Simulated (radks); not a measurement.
Results of a calculation; reference values are marked as such.
Q: The praseodymium ion Pr+, configuration [Xe] 4f4 (not the ground configuration). Level of theory: scalar-relativistic Kohn-Sham, r2SCAN, spin-polarised, spherical densities, finite nucleus; open shells are filled with parallel spins first (spin-orbit coupling, left out, can overturn this in heavy ions); meta-GGA in the generalised Kohn-Sham scheme; Fermi nuclear charge, rms radius 4.8919 fm (a radial shooting solver on a logarithmic mesh with Libxc functionals). Some entries of the table are withheld. Estimate them.

orbital,occ.,eigenvalue (eV),<r^2> (bohr^2)
1s up,1,-41880.46,0.0007899
1s down,1,-41880.46,0.0007899
2s down,1,-6756.719,0.01253
2s up,1,-6756.692,0.01253
2p down,3,-6042.468,0.01001
2p up,3,-6042.451,0.01001
3s up,1,-1464.604,0.08448
3s down,1,-1463.601,0.08440
3p up,3,-1237.088,0.08461
3p down,3,-1236.080,0.08451
3d up,5,-917.8473,0.07219
3d down,5,-917.0521,0.07207
4s up,1,-295.0161,0.4388
4s down,1,-292.0050,0.4382
4p up,3,-220.4341,0.4966
4p down,3,-217.3310,0.4957
4d up,5,-113.4551,0.6200
4d down,5,-110.2130,0.6195
5s up,1,(1),2.630
5s down,1,(2),2.721
5p up,3,-25.1533,3.656
5p down,3,-23.5434,3.789
4f up,4,(3),3.732

A: 
(1) 5s up eigenvalue (eV): -42.7727
(2) 5s down eigenvalue (eV): -40.7027
(3) 4f up eigenvalue (eV): -2.7867
